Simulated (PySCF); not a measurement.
Correlation energy of Te⁺ (tellurium, charge +1)

[Kr] 4d10 5s2 5p3, high-spin 4S determinant. All numbers are calculated (PySCF 2.14, scalar relativity through the core potential, in aug-cc-pVDZ-PP with ECP28MDF (5s4p3d, 32 functions)). Frozen: 4s2 4p6 4d10; 5 electrons correlated.

MP2 pair energies summed by pair of shells (mhartree):

```csv
pair,energy,share (%)
5s-5p,-31.48,65.6
5p-5p,-11.23,23.4
5s-5s,-5.28,11.0
```

Total MP2 correlation energy: -47.98 mhartree.

Same-spin part -12.95 and opposite-spin part -35.03 mhartree; SCS-MP2 scales them by 1/3 and 6/5 to -46.36 mhartree.

```tsv
level	correlation energy (mhartree)
CCSD	-60.83
(T)	-0.70
CCSD(T)	-61.53
```

Diagnostics: T1 = 0.0025, D1 = 0.0043, largest double amplitude 0.047.

Q: Is a single reference adequate?

A: Yes, within this model without spin-orbit coupling: T1 lies below 0.03 and no double amplitude reaches 0.07.
